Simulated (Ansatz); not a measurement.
Basis-set series for C2H5BO2, SMILES `OC1(O)BC1`. The species carries charge 0 and has multiplicity 1. The structure was optimised at the PBE0-D4/def2-TZVP level. It is one conformer, not always the lowest.

```json
{"functional": "PBE0-D4", "basis": "def2-SVP", "functions": "95", "energy (Eh)": "-253.96753", "HOMO (eV)": "-6.85", "LUMO (eV)": "-1.46"}
{"functional": "PBE0-D4", "basis": "def2-QZVPP", "functions": "435", "energy (Eh)": "-254.27692", "HOMO (eV)": "-7.05", "LUMO (eV)": "-1.64"}
{"functional": "ωB97M-V", "basis": "def2-SVP", "functions": "95", "energy (Eh)": "-254.14963", "HOMO (eV)": "-9.13", "LUMO (eV)": "0.63"}
{"functional": "ωB97M-V", "basis": "def2-QZVPP", "functions": "435", "energy (Eh)": "-254.46816", "HOMO (eV)": "-9.34", "LUMO (eV)": "0.32"}
```

Question: Give the rows for def2-TZVPP. (An estimate is asked.)

Answer: Computed: 
| functional | basis | functions | energy (Eh) | HOMO (eV) | LUMO (eV) |
| --- | --- | --- | --- | --- | --- |
| PBE0-D4 | def2-TZVPP | 225 | -254.26255 | -7.00 | -1.60 |
| ωB97M-V | def2-TZVPP | 225 | -254.45457 | -9.30 | 0.41 |

Positive LUMOs are unbound and depend on the basis.
